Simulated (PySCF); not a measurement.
Two species compared at the same levels of theory.

First species: C₅H₈F₂O₂Si.
InChI=1S/C5H8F2O2Si/c6-4-1-2-10-5(7,3-8)9-4/h3-4H,1-2,10H2/t4-,5-/m1/s1

Second species: C5H8F2O2Si.
Structure used (GFN2-xTB), in Å, numbered top down from 1:
```
atom  x, y, z in Å
C1    -2.1595   -1.5342    0.3614
C2    -1.5743   -0.4458   -0.1083
C3    -0.3957   -0.4578   -1.0360
C4     0.8659    0.0917   -0.3955
O5     0.9184    0.6366    0.6749
O6     1.9256   -0.0855   -1.1601
Si7    3.4484    0.4450   -0.7211
C8    -2.0444    0.9368    0.2721
F9    -3.2360    0.9161    0.9111
F10   -2.2312    1.7013   -0.8406
H11   -3.0059   -1.4790    1.0232
H12   -1.8139   -2.5176    0.0939
H13   -0.1889   -1.4701   -1.3858
H14   -0.5991    0.1652   -1.9132
H15    3.4001    1.8866   -0.5174
H16    3.8567   -0.2721    0.4802
H17    4.1428    0.0304   -1.9302
H18   -1.3178    1.4588    0.9151
```

Levels: PBE0/pcSseg-1 for HOMO energy, LUMO energy and HOMO–LUMO gap. Geometries: GFN2-xTB. All species are isolated and taken at one optimised geometry, non-relativistic unless stated. Electronic properties by PySCF.

Dipoles, sizes and rotational constants follow the conformer. The torsions of the flexible species, by atom-mapped SMILES:
- `[CH2:1]=[C:2]([CH2:3][C:4](=[O:5])[O:6][SiH3:7])[CH:8]([F:9])[F:10]`: C1–C2–C3–C4 -113°, C2–C3–C4–O5 -9°, C3–C4–O6–Si7 179°, C1–C2–C8–F9 -12°

The conformers of `O=C[C@@]1(F)O[C@@H](F)CC[SiH2]1` aren't listed.

```tsv
property	column X	column Y
HOMO energy	-8.04 eV	-7.61 eV
LUMO energy	-0.41 eV	-1.35 eV
HOMO–LUMO gap	7.63 eV	6.26 eV
```

Which column belongs to which species?

Column X is the second species and column Y the first. The first has 18 atoms and 86 electrons, the second 18 and 86.

How does each property change from the first species to the second?

HOMO energy -0.43 eV; LUMO energy +0.94 eV; HOMO–LUMO gap +1.37 eV.

